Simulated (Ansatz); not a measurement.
Ansatz (a program for electronic structure) job for Si(F)(Cl)(vinyl)(NH2) (C2H5ClFNSi), SMILES F[Si](Cl)(C=C)N, PBE-D3(BJ)/def2-SVP. 

Ansatz 0.2 input:
```yaml
crystal:
  periodic: [false, false, false]
  atoms:
    - {symbol: C, position_ang: [-2.23971199, 0.56526758, -1.27024879]}
    - {symbol: C, position_ang: [-1.53161743, -0.39203400, -0.65492918]}
    - {symbol: Si, position_ang: [0.23795771, -0.15582525, -0.17950627]}
    - {symbol: N, position_ang: [0.93881092, 1.15495218, -1.01835042]}
    - {symbol: F, position_ang: [0.98885758, -1.57892630, -0.43873126]}
    - {symbol: Cl, position_ang: [0.48555281, 0.22465602, 1.84037044]}
    - {symbol: H, position_ang: [-1.79391678, 1.53656081, -1.51057294]}
    - {symbol: H, position_ang: [-3.28810367, 0.42342328, -1.55529532]}
    - {symbol: H, position_ang: [-2.01625427, -1.34923697, -0.42529420]}
    - {symbol: H, position_ang: [1.72228649, 1.66250616, -0.62039416]}
    - {symbol: H, position_ang: [0.94676445, 1.17541804, -2.03355098]}
basis:
  gaussian:
    orbitals: def2-SVP
hamiltonian:
  xc: pbe
  dispersion: d3bj
relax: {f_tol: 0.002, max_steps: 200}
```

It prints:

```
WARN ansatz: RAYON_NUM_THREADS=1 ignored (pool sized by the plan → 1); use --threads N
Functional definition: PBE
integrals: 0.06 GiB planned
1317 factors; their error is unknown
mean field: 0.34 GiB planned
mean field evaluation 1: about -26724.9166 eV, gradient 7.9e1 eV
mean field evaluation 2: about -26698.3608 eV, gradient 1.3e2 eV
mean field evaluation 4: about -26738.1794 eV, gradient 1.1e1 eV
mean field evaluation 8: about -26738.4777 eV, gradient 1.6e-1 eV
mean field evaluation 16: about -26738.3976 eV, gradient 1.9e-3 eV
mean field -26738.39760751 eV, -982.6179881391 hartree, gradient 3.2e-5 eV, S^2 0.000000; 0 other end points of the search recorded, 0 dependent functions left out
the calculation of the forces begins
reference -26738.39764172 eV, -982.6179893965 hartree; 32, 32 occupied and 85, 85 virtual orbitals, 1317 factors
relax step   1: F+E_penalty+E_count = -26738.67722735 eV  Δ(F+E_penalty+E_count) = +0.000e0 eV  max|allowed force component| = 3.712e-1 eV/Å  Δτ_max = 0.0000 Å  (30 SCF iters, accepted)
these checks for a lower state are left out or cut short: starts, cluster_reference, orbital_swaps, neighbouring_geometries, increment
integrals: 0.06 GiB planned
1317 factors; their error is unknown
mean field: 0.34 GiB planned
mean field -26738.40909618 eV, -982.6184103401 hartree, gradient 1.3e-5 eV, S^2 0.000000; 0 other end points of the search recorded, 0 dependent functions left out
the calculation of the forces begins
reference -26738.40913053 eV, -982.6184116022 hartree; 32, 32 occupied and 85, 85 virtual orbitals, 1317 factors
relax step   2: F+E_penalty+E_count = -26738.68796535 eV  Δ(F+E_penalty+E_count) = -1.074e-2 eV  max|allowed force component| = 2.028e-1 eV/Å  Δτ_max = 0.0113 Å  (32 SCF iters, accepted)
these checks for a lower state are left out or cut short: starts, cluster_reference, orbital_swaps, neighbouring_geometries, increment
integrals: 0.06 GiB planned
1317 factors; their error is unknown
mean field: 0.34 GiB planned
mean field evaluation 32: about -26738.4113 eV, gradient 1.3e-3 eV
mean field -26738.41127172 eV, -982.6184902897 hartree, gradient 1.3e-5 eV, S^2 0.000000; 0 other end points of the search recorded, 0 dependent functions left out
the calculation of the forces begins
reference -26738.41130610 eV, -982.6184915531 hartree; 32, 32 occupied and 85, 85 virtual orbitals, 1317 factors
relax step   3: F+E_penalty+E_count = -26738.68974579 eV  Δ(F+E_penalty+E_count) = -1.780e-3 eV  max|allowed force component| = 5.139e-2 eV/Å  Δτ_max = 0.0133 Å  (32 SCF iters, accepted)
these checks for a lower state are left out or cut short: starts, cluster_reference, orbital_swaps, neighbouring_geometries, increment
integrals: 0.06 GiB planned
1317 factors; their error is unknown
mean field: 0.34 GiB planned
mean field -26738.41121057 eV, -982.6184880425 hartree, gradient 1.3e-5 eV, S^2 0.000000; 0 other end points of the search recorded, 0 dependent functions left out
the calculation of the forces begins
reference -26738.41124498 eV, -982.6184893068 hartree; 32, 32 occupied and 85, 85 virtual orbitals, 1317 factors
relax step   4: F+E_penalty+E_count = -26738.68965967 eV  Δ(F+E_penalty+E_count) = +8.612e-5 eV  max|allowed force component| = 6.783e-2 eV/Å  Δτ_max = 0.0198 Å  (31 SCF iters, rejected (line search))
these checks for a lower state are left out or cut short: starts, cluster_reference, orbital_swaps, neighbouring_geometries, increment
integrals: 0.06 GiB planned
1317 factors; their error is unknown
mean field: 0.34 GiB planned
mean field -26738.41173882 eV, -982.6185074551 hartree, gradient 1.3e-5 eV, S^2 0.000000; 0 other end points of the search recorded, 0 dependent functions left out
the calculation of the forces begins
reference -26738.41177321 eV, -982.6185087190 hartree; 32, 32 occupied and 85, 85 virtual orbitals, 1317 factors
relax step   5: F+E_penalty+E_count = -26738.69029537 eV  Δ(F+E_penalty+E_count) = -5.496e-4 eV  max|allowed force component| = 2.538e-2 eV/Å  Δτ_max = 0.0099 Å  (31 SCF iters, accepted)
these checks for a lower state are left out or cut short: starts, cluster_reference, orbital_swaps, neighbouring_geometries, increment
integrals: 0.06 GiB planned
1317 factors; their error is unknown
mean field: 0.34 GiB planned
mean field -26738.41190269 eV, -982.6185134775 hartree, gradient 1.4e-5 eV, S^2 0.000000; 0 other end points of the search recorded, 0 dependent functions left out
the calculation of the forces begins
reference -26738.41193709 eV, -982.6185147416 hartree; 32, 32 occupied and 85, 85 virtual orbitals, 1317 factors
relax step   6: F+E_penalty+E_count = -26738.69046013 eV  Δ(F+E_penalty+E_count) = -1.648e-4 eV  max|allowed force component| = 2.062e-2 eV/Å  Δτ_max = 0.0085 Å  (32 SCF iters, accepted)
these checks for a lower state are left out or cut short: starts, cluster_reference, orbital_swaps, neighbouring_geometries, increment
integrals: 0.06 GiB planned
1317 factors; their error is unknown
mean field: 0.34 GiB planned
mean field -26738.41190746 eV, -982.6185136528 hartree, gradient 5.5e-6 eV, S^2 0.000000; 0 other end points of the search recorded, 0 dependent functions left out
the calculation of the forces begins
reference -26738.41194186 eV, -982.6185149168 hartree; 32, 32 occupied and 85, 85 virtual orbitals, 1317 factors
relax step   7: F+E_penalty+E_count = -26738.69050933 eV  Δ(F+E_penalty+E_count) = -4.921e-5 eV  max|allowed force component| = 1.444e-2 eV/Å  Δτ_max = 0.0039 Å  (24 SCF iters, accepted)
these checks for a lower state are left out or cut short: starts, cluster_reference, orbital_swaps, neighbouring_geometries, increment
integrals: 0.06 GiB planned
1317 factors; their error is unknown
mean field: 0.34 GiB planned
mean field evaluation 64: about -26738.4119 eV, gradient 1.9e-5 eV
mean field -26738.41190552 eV, -982.6185135813 hartree, gradient 2.0e-5 eV, S^2 0.000000; 0 other end points of the search recorded, 0 dependent functions left out
the calculation of the forces begins
reference -26738.41193991 eV, -982.6185148453 hartree; 32, 32 occupied and 85, 85 virtual orbitals, 1317 factors
relax step   8: F+E_penalty+E_count = -26738.69052866 eV  Δ(F+E_penalty+E_count) = -1.932e-5 eV  max|allowed force component| = 7.384e-3 eV/Å  Δτ_max = 0.0010 Å  (23 SCF iters, accepted)
these checks for a lower state are left out or cut short: starts, cluster_reference, orbital_swaps, neighbouring_geometries, increment
integrals: 0.06 GiB planned
1317 factors; their error is unknown
mean field: 0.34 GiB planned
mean field -26738.41190375 eV, -982.6185135162 hartree, gradient 8.7e-6 eV, S^2 0.000000; 0 other end points of the search recorded, 0 dependent functions left out
the calculation of the forces begins
reference -26738.41193814 eV, -982.6185147803 hartree; 32, 32 occupied and 85, 85 virtual orbitals, 1317 factors
relax step   9: F+E_penalty+E_count = -26738.69053322 eV  Δ(F+E_penalty+E_count) = -4.566e-6 eV  max|allowed force component| = 1.590e-3 eV/Å  Δτ_max = 0.0011 Å  (23 SCF iters, accepted)
integrals: 0.06 GiB planned
1317 factors; their error is unknown
mean field: 0.34 GiB planned
mean field -26738.41190375 eV, -982.6185135162 hartree, gradient 8.9e-6 eV, S^2 0.000000; 1 other end points of the search recorded, 0 dependent functions left out
the calculation of the forces begins
reference -26738.41193814 eV, -982.6185147803 hartree; 32, 32 occupied and 85, 85 virtual orbitals, 1317 factors
Total energy: -26738.69056762 eV, -982.6287542245 hartree
Atom 0 at    -2.245528     0.567934    -1.271851 Å, force    -0.000609     0.001334    -0.000232 eV/Å
Atom 1 at    -1.537032    -0.397698    -0.652013 Å, force     0.001590    -0.000752     0.000802 eV/Å
Atom 2 at     0.239164    -0.156536    -0.176614 Å, force    -0.000254    -0.001152    -0.001276 eV/Å
Atom 3 at     0.923636     1.176772    -1.017151 Å, force    -0.000923    -0.000415    -0.001327 eV/Å
Atom 4 at     1.003568    -1.585690    -0.442609 Å, force    -0.000061     0.000805     0.000115 eV/Å
Atom 5 at     0.490855     0.228569     1.847011 Å, force    -0.000194    -0.000140     0.001079 eV/Å
Atom 6 at    -1.790698     1.545467    -1.508051 Å, force     0.000258     0.000442    -0.000207 eV/Å
Atom 7 at    -3.300670     0.427324    -1.563699 Å, force    -0.000945    -0.000126    -0.000516 eV/Å
Atom 8 at    -2.024163    -1.362850    -0.423137 Å, force    -0.000059    -0.000580     0.000741 eV/Å
Atom 9 at     1.732200     1.659076    -0.618979 Å, force     0.000700     0.000321     0.000379 eV/Å
Atom 10 at     0.959294     1.164392    -2.039410 Å, force     0.000498     0.000263     0.000442 eV/Å
Dipole moment:    -0.083213     0.317099    -0.437140 e Å
```

Self-consistency was reached.
